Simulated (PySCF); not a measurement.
Distorted geometries of Pb3

Pb3 (singlet). PySCF 2.14.0, RKS BP86, Pb def2-SVP with ECP60; non-relativistic Hamiltonian with scalar-relativistic core potentials where named; density fitting; no spin-orbit coupling. Relaxed geometry:

```xyz
3

Pb    0.0000    0.0000    2.8019
Pb    0.0000    0.0000    0.0000
Pb    0.0000    0.0000   -2.8019
```

Q: Order these distorted geometries by energy above the relaxed one, lowest first.
A.
```xyz
3

Pb    0.0195    0.0761    2.8049
Pb   -0.0268   -0.0555   -0.0387
Pb    0.0074   -0.0205   -2.7661
```
B.
```xyz
3

Pb   -0.0955    0.1825    2.8010
Pb    0.0807   -0.0441   -0.2347
Pb    0.0147   -0.1384   -2.5663
```
C.
```xyz
3

Pb    0.0172    0.0103    2.8622
Pb   -0.0710   -0.1231   -0.1309
Pb    0.0538    0.1127   -2.7313
```

A: A (0.03 eV), C (0.31 eV), B (1.85 eV).

Q: Which forces (eV/Å) act in the one that lies 1.85 eV up?

A: 
```
Pb   0.09 -0.11 -1.31
Pb   0.16  0.48 10.79
Pb  -0.25 -0.37 -9.48
```
Forces carry noise of the integration grid, about 0.01 to 0.03 eV/Å.

The gap of the closed shell is small, and it wasn't tested for a lower spin-broken solution at this geometry.
